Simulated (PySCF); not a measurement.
`CC[P@](CC#C)(=O)C(C)C`, C8H15OP

Geometry:
```
atom   x (Å)   y (Å)   z (Å)
  C1   0.324   3.204   0.269
  C2   0.503   2.167   0.839
  C3   0.711   0.898   1.483
  P4   0.307  -0.538   0.388
  O5   0.516  -1.819   1.075
  C6   1.370  -0.309  -1.103
  C7   2.837  -0.427  -0.714
  C8  -1.436  -0.262  -0.190
  C9  -2.341  -0.220   1.034
 C10  -1.806  -1.421  -1.105
 H11   0.170   4.122  -0.214
 H12   1.757   0.773   1.782
 H13   0.094   0.800   2.381
 H14   1.157   0.652  -1.571
 H15   1.106  -1.109  -1.798
 H16   3.165   0.449  -0.158
 H17   3.466  -0.522  -1.597
 H18   2.978  -1.310  -0.090
 H19  -1.491   0.686  -0.732
 H20  -2.137  -1.083   1.668
 H21  -3.388  -0.251   0.737
 H22  -2.180   0.688   1.611
 H23  -1.600  -2.362  -0.596
 H24  -2.864  -1.388  -1.361
 H25  -1.230  -1.394  -2.029
```

Computed with GIAO B3LYP/pcSseg-1 magnetisability, rotational g tensor and spin-rotation constants, non-relativistic, gas phase (PySCF 2.14.0). Geometry: GFN2-xTB.

(1) Give the nuclear spin-rotation constants along the inertial axes (H = +C I·J) beside the isotropic shieldings.

Results:

(1) Rotational constants 1.2288, 1.0421, 0.7586 GHz. A star marks the isotopologue with that one atom substituted, in its own axes.
```csv
atom,isotope,Caa (kHz),Cbb (kHz),Ccc (kHz),mean (kHz),σ (ppm)
P4,31P,2.187,1.755,1.236,1.726,271.8
H11,1H,-0.117,-0.073,-0.044,-0.078,30.5
H12,1H,-0.042,-0.072,-0.062,-0.059,29.0
H13,1H,-0.104,-0.075,-0.024,-0.067,29.1
H14,1H,-0.115,-0.064,-0.030,-0.070,30.0
H15,1H,-0.077,-0.061,-0.058,-0.065,30.2
H16,1H,-0.039,-0.074,-0.077,-0.063,30.8
H17,1H,-0.114,-0.054,-0.041,-0.070,30.5
H18,1H,-0.115,-0.064,-0.026,-0.069,30.1
H19,1H,-0.101,-0.071,-0.029,-0.067,29.8
H20,1H,-0.106,-0.082,-0.021,-0.070,30.2
H21,1H,-0.034,-0.085,-0.072,-0.064,30.9
H22,1H,-0.063,-0.046,-0.078,-0.062,30.5
H23,1H,-0.094,-0.064,-0.041,-0.066,30.2
H24,1H,-0.039,-0.080,-0.073,-0.064,30.9
H25,1H,-0.108,-0.081,-0.028,-0.072,30.7
C1,13C*,0.329,0.244,0.154,0.242,106.7
C2,13C*,0.376,0.257,0.141,0.258,100.3
C3,13C*,0.189,0.154,0.113,0.152,162.9
O5,17O*,-0.082,-0.125,-0.121,-0.109,257.9
C6,13C*,0.191,0.169,0.117,0.159,158.7
C7,13C*,0.162,0.140,0.099,0.134,174.8
C8,13C*,0.214,0.169,0.130,0.171,150.9
C9,13C*,0.185,0.155,0.108,0.149,165.2
C10,13C*,0.184,0.143,0.117,0.148,165.3
```
For the geometry as given, no vibrational averaging.
